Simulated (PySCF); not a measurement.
## Structure elucidation problem

An unknown has the formula C3H10O2Si2. Its calculated NMR data are:

1H NMR (400 MHz, computed): δ 5.49 (m, 1H), 4.84 (s, 3H), 4.70 (m, 2H), 4.65 (m, 2H), 4.00 (d, 2H).

13C{1H} NMR (computed): δ 70.1 (CH2, 2C), 58.8 (CH2).

- geometry from GFN2-xTB
- shieldings: GIAO PBE0/pcSseg-1
- code: PySCF 2.14.0 with density-fitted response routines
- relativity neglected, equivalent nuclei averaged, a single conformation, no solvent

Chemical shifts δ = σref − σ; TMS for 1H and 13C, all at this level.

**Question.** Deduce the structure.

**Answer.** 
Rings plus π bonds: 1 (1 ring in the answer). 2 carbon signals for 3 carbons: some carbons are equivalent by symmetry or fast rotation. Carbon types of the structure: 3 × CH2, leaving 4 H on heteroatoms. δC 70.1, 58.8: sp3 CH2 bonded to O and Si; the inductive effect lowers its shielding. δH 5.49: hydrogen on a silicon bonded to 3 C, in a 4-membered ring. δH 4.84: hydrogen on a silicon bonded to O. δH 4.70, 4.65, 4.00: hydrogen on an sp3 CH2 bonded to O and Si; its carbon carries O, hence the downfield position.

Structure: `C(O[SiH3])[SiH]1COC1`.

This is the structure that produced the data.

Shifts are as computed. Against solution values, carbons near 30 ppm lie about +3 ppm off and those near 130 ppm about +5 ppm. Of 1309 compounds with measured shifts, 239 miss one by over three times the rms of a fit or turn the order of signals round; such compounds aren't used in these exercises. No couplings were computed; multiplicities are counted from neighbouring protons, with m where these are inequivalent, close in shift, in a saturated or five-membered ring or joined by F or P, and br s for small geminal =CH2 splittings.
